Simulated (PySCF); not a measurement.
**How methods differ on the ionisation energy of Hg⁺**

Hg⁺ [Xe] 4f14 5d10 6s1 [6s1/2^1, M_J = 1/2] → Hg²⁺ [Xe] 4f14 5d10, as a difference of total energies. Computed with PySCF 2.14 in x2c-SVPall-2c (7s10p9d2f, 96 functions), with the two-component X2C-1e Hamiltonian. Correlated levels: [Kr] 4d10 4f14 frozen; the 22 highest virtual spinors dropped. "Screened" scales the spin-orbit matrix elements by Boettger's factors to mimic the two-electron term; Breit and QED terms are absent.

| method | ionisation energy (eV) |
| --- | --- |
| GHF (spin-free) | 17.206 |
| GMP2 (spin-free) | 18.079 |
| GHF (screened spin-orbit) | 17.229 |
| GMP2 (screened spin-orbit) | 18.102 |

Task: How much does correlation contribute at GMP2 (screened spin-orbit)?

Result: 18.102 − (17.229) = 0.873 eV, measured against GHF (screened spin-orbit).

Errors of the correlated levels include the incompleteness of this basis and the frozen core.

For comparison: 18.757 eV (measured; NIST Atomic Spectra Database, ionization energies).
